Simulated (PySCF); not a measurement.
A structure optimised at PBE0-D3(BJ)/def2-SVP, used in a PySCF frequency run:

```xyz
11

Si     1.6125     0.0000    -0.2100
N      0.0000     0.0000     0.7772
Si    -1.6125     0.0000    -0.2100
H      2.6725    -0.0120     0.8233
H      1.5243     1.2511    -0.9968
H      1.5136    -1.2389    -1.0146
H     -0.0002    -0.8136     1.4078
H      0.0002     0.8136     1.4078
H     -1.5136     1.2389    -1.0146
H     -1.5243    -1.2511    -0.9968
H     -2.6725     0.0120     0.8233
```
Charge +1, spin multiplicity 1.

Problem. Write its SMILES, formula and point group.

Solution. [SiH3][NH2+][SiH3], H8NSi2, C2

Problem. What are its rotational constants (standard atomic weights)?

Solution. 18.075, 2.8499, 2.6582 GHz
